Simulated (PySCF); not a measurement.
# Reading the logs of faulty runs: BGeH5OSi

These are calculations, not measurements. The program is PySCF 2.14.0, an open-source quantum chemistry code, run on an isolated molecule that a program drew, which may never have been made. The molecule is BGeH5OSi (charge 0, singlet), drawn as the SMILES string `OB[SiH2][GeH]`.

Each row is a Hartree-Fock (HF) and frozen-core CCSD(T) single point in the cc-pV(D+d)Z basis, meant for a local HF minimum. Run 1 is clean. Each other run has one planted mistake out of seven kinds, and not every kind appears here: one electron removed, one electron added, multiplicity raised by two, geometry at a saddle point, minimal basis STO-3G, one bond length entered in bohr, all coordinates scaled. The reference is restricted for singlets and unrestricted otherwise, and also for a bond in bohr. Adding or removing an electron swaps singlet and doublet. Electrons count all cores. HOMO and LUMO are orbital energies over both spins, the gradient is its largest component, and the lowest frequency (negative if imaginary) is given only where the gradient is small. Bond lengths are over the 8 bonds as drawn. T1 is the CCSD diagnostic: over 0.02 (restricted) or 0.045 (unrestricted) a single reference is doubtful. Germanium has the cc-pVDZ-PP basis, with a core potential (ECP10MDF) in place of its 10 inner electrons, and its 3s, 3p and 3d shells are frozen in CCSD(T).

Geometry of the clean run:
```xyz
9
BGeH5OSi, angstrom
O     0.0963    0.9199   -0.6986
B    -0.7188    1.0596    0.3675
Si   -0.1626    0.6336    2.2984
Ge   -1.2770   -1.4077    3.1823
H     0.9781    0.6483   -0.4928
H    -1.8374    1.4249    0.1193
H     1.3207    0.5066    2.4083
H    -0.5822    1.7450    3.1991
H    -2.7072   -0.8010    2.8712
```

```
run,electrons,basis functions,<S^2>,HOMO (eV),LUMO (eV),gradient (hartree/bohr),lowest frequency (cm^-1),mean bond (Å),longest bond (Å),T1,HF (hartree),CCSD(T) (hartree),mistake
1,64,99,0.000,-8.40,-0.05,2.7e-05,47,1.5759,2.488,0.0178,-684.77664,-685.29378,no fault
2,64,99,2.019,-7.82,-0.45,2.8e-02,-,1.5759,2.488,0.0189,-684.75574,-685.25562,multiplicity raised by two
3,65,99,0.762,-1.60,6.53,2.3e-02,-,1.5759,2.488,0.0180,-684.80583,-685.33267,one electron added
4,64,99,0.935,-8.49,0.00,2.4e-02,-,1.7096,2.488,0.0773,-684.66001,-685.17710,one bond length entered in bohr
5,64,99,0.000,-8.37,0.00,3.6e-02,-,1.5318,2.418,0.0175,-684.77023,-685.28464,all coordinates scaled
6,63,99,0.783,-15.48,-6.62,3.7e-02,-,1.5759,2.488,0.0239,-684.50173,-684.99397,?
```

**Which mistake was planted in run 6, and what did it cost?**

It counts 63 electrons, one fewer than the clean run, at the same geometry and basis. So the mistake is: one electron removed. Subtracting run 1 and multiplying by 627.51 kcal/mol a hartree, the energy moved by 172.5 kcal/mol in HF and 188.1 kcal/mol in CCSD(T).

Cautions from the logs. Run 4: T1 is over the limit, so its CCSD(T) energy is less reliable.
